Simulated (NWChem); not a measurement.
C2H6ClFSi; SMILES F[C@H]([SiH3])CCl

```xyz
11

F     -1.5536    -0.3476     0.1039
C     -0.2371    -0.3834    -0.3207
Si     0.4087    -2.1655    -0.0296
C      0.5640     0.6666     0.4025
Cl     0.0239     2.3252     0.0064
H     -0.2229    -0.1639    -1.4043
H      1.7918    -2.2914    -0.5824
H     -0.5054    -3.1154    -0.7239
H      0.4262    -2.4489     1.4357
H      1.6268     0.5927     0.1301
H      0.4670     0.5478     1.4910
```
Atoms are numbered in this order, from 1.

All runs use the structure optimised with PBE0/def2-SVP. B3LYP is NWChem's, with the RPA form of VWN correlation.

Task: Give the principal values of the shielding tensors (ppm) of F1, C2, Si3, C4, Cl5 from B3LYP/6-31G* (spherical d), GIAO (NWChem), with their diamagnetic and paramagnetic parts as GIAO splits them.

Result: 
| atom | σ11 | σ22 | σ33 | isotropic | diamagnetic | paramagnetic |
|---|---|---|---|---|---|---|
| F1 | 382.2 | 416.0 | 453.6 | 417.3 | 470.2 | -52.9 |
| C2 | 76.4 | 95.6 | 151.5 | 107.8 | 245.0 | -137.2 |
| Si3 | 424.9 | 446.1 | 485.9 | 452.3 | 882.3 | -430.0 |
| C4 | 112.9 | 143.6 | 166.3 | 140.9 | 251.9 | -111.0 |
| Cl5 | 634.0 | 817.1 | 1089.3 | 846.8 | 1145.8 | -299.0 |
